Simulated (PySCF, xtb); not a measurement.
C2H5BO2, SMILES C=CB(O)O. The values are those of a single conformer.

Harmonic wavenumbers (cm⁻¹) from GFN2-xTB run with xtb at its own minimum, in rising order: 67, 190, 355, 376, 466, 541, 615, 665, 739, 930, 953, 956, 1016, 1041, 1221, 1299, 1314, 1407, 1671, 3006, 3076, 3122, 3616, 3659.

**Question.** What does PySCF with B3LYP-D3(BJ)/def2-SVP give at its own minimum? (An estimate is asked for; the answer gives what the named calculation found.)

**Answer.** 79, 214, 413, 419, 489, 503, 573, 735, 766, 1001, 1004, 1011, 1039, 1044, 1283, 1353, 1444, 1456, 1693, 3103, 3124, 3217, 3843, 3873. Paired by order, the mean absolute difference is 64 cm⁻¹ and the zero-point energies are 46.2 and 48.1 kcal/mol.
